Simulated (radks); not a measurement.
The table gives one normalised radial function P(r) = r R(r) of Cr+ in [Ar] 3d5 (r in bohr). All-electron calculation, non-relativistic Kohn-Sham, SCAN, spin-polarised, spherical densities, point nucleus; open shells are filled with parallel spins first; meta-GGA in the generalised Kohn-Sham scheme. Program: a radial shooting solver on a logarithmic mesh with Libxc functionals.

r	P
0.005656	0.0000
0.007306	0.0000
0.009362	0.0001
0.012	0.0002
0.01537	0.0003
0.0197	0.0006
0.02525	0.0013
0.03235	0.0025
0.04146	0.0050
0.05312	0.0097
0.06862	0.0186
0.08794	0.0343
0.1127	0.0611
0.1444	0.1048
0.1851	0.1717
0.2371	0.2668
0.3039	0.3897
0.3894	0.5331
0.499	0.6750
0.6446	0.7887
0.826	0.8337
1.059	0.8005
1.356	0.7020
1.738	0.5687
2.228	0.4187
2.854	0.2761
3.658	0.1575
4.687	0.0738

Which n and l does it have? It may be an empty orbital.

Answer. n = 3, l = 2: the number of nodes gives n - l - 1 = 0, the rise at small r (about r^(l+1)) gives l, and the extent must fit the shell. The curve is that of 3d up; the table hardly tells the two spins apart. 3d up: eigenvalue -11.090 eV, 0 radial nodes, <r> = 1.36 bohr, 90 % of the charge inside 2.41 bohr.
